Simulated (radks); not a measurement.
Results of a calculation; reference values are marked as such.
Q: The europium ion Eu3+, configuration [Xe] 4f5 6p1 (not the ground configuration). Level of theory: non-relativistic Kohn-Sham, PBE, spin-unpolarised, spherical densities, point nucleus; relativity is left out, which matters for an element this heavy (a radial shooting solver on a logarithmic mesh with Libxc functionals). Some entries of the table are withheld. Estimate them.

orbital,occ.,eigenvalue (hartree),<1/r> (bohr^-1),<r^2> (bohr^2)
1s,2,-1675.445,62.46,0.0007753
2s,2,-267.0954,14.50,0.01235
2p,6,-253.9513,14.53,0.009196
3s,2,-59.89563,5.456,0.08032
3p,6,-54.07571,5.394,0.07533
3d,10,-43.23308,5.290,0.06042
4s,2,-13.00036,2.333,0.4024
4p,6,-10.73565,2.240,0.4248
4d,10,-6.70660,(1),0.4838
5s,2,-2.74350,0.9422,2.177
5p,6,-2.09146,0.8504,2.640
4f,5,-1.80868,1.591,0.7891
6p,1,-0.71540,0.3546,(2)

A: 
(1) 4d <1/r> (bohr^-1): 2.040
(2) 6p <r^2> (bohr^2): 14.31
